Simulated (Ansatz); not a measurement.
```yaml
crystal:
  periodic: [false, false, false]
  atoms:
    - {symbol: Mg, position_ang: [-2.678919, 0.482018, 0.349380]}
    - {symbol: Mg, position_ang: [2.219489, 1.376094, -1.595262]}
    - {symbol: Mg, position_ang: [-0.004702, -2.187453, 1.610775]}
    - {symbol: N, position_ang: [0.631411, -0.224584, -0.000707]}
    - {symbol: N, position_ang: [-0.167278, 0.553935, -0.364185]}
basis:
  gaussian: {orbitals: def2-mTZVPP}
total_charge: -1
magnetization: {spin_polarized: true, initial_magnetization: 1}
hamiltonian: {xc: {name: revPBE0}}
output: {forces: true}
```

```sh
$ ansatz run in.yaml --threads 4 --pin off --events-out ev --progress --plain --max-ram 3916MiB
```

Shortened log:

```
Functional definition: revPBE0
871 factors; integrals over basis functions are off by at most 4.5e-4 eV
mean field evaluation 1: about -19308.2401 eV, gradient 6.5e0 eV
mean field evaluation 2: about -19308.4443 eV, gradient 4.6e0 eV
mean field evaluation 4: about -19308.5670 eV, gradient 4.3e-1 eV
mean field evaluation 8: about -19308.5743 eV, gradient 1.2e-1 eV
mean field evaluation 16: about -19308.5744 eV, gradient 1.3e-4 eV
mean field -19308.57436692 eV, -709.5770201627 hartree, gradient 2.0e-5 eV, S^2 0.753684; 2 other end points of the search recorded, 0 dependent functions left out
reference -19308.57439903 eV, -709.5770213426 hartree; 26, 25 occupied and 64, 65 virtual orbitals, 871 factors
Total energy: -19308.57439903 eV, -709.5770213426 hartree
Atom 0 at    -2.678919     0.482018     0.349380 Å, force     0.210413    -0.019187    -0.041322 eV/Å
Atom 1 at     2.219489     1.376094    -1.595262 Å, force    -0.143287    -0.097570     0.109342 eV/Å
Atom 2 at    -0.004702    -2.187453     1.610775 Å, force     0.026789     0.166486    -0.129498 eV/Å
Atom 3 at     0.631411    -0.224584    -0.000707 Å, force    -0.077200     0.014203     0.009613 eV/Å
Atom 4 at    -0.167278     0.553935    -0.364185 Å, force    -0.016715    -0.063933     0.051865 eV/Å
Dipole moment:     0.025619     0.010299    -0.014410 e Å
```

Hardware: 4 threads of Arm Neoverse V1 on a shared host. Wall time 2.9 s.

The highest occupied level of an anion often lies above zero with these methods, and sets without diffuse functions describe the outer electron poorly.

The dipole of an ion depends on the origin.
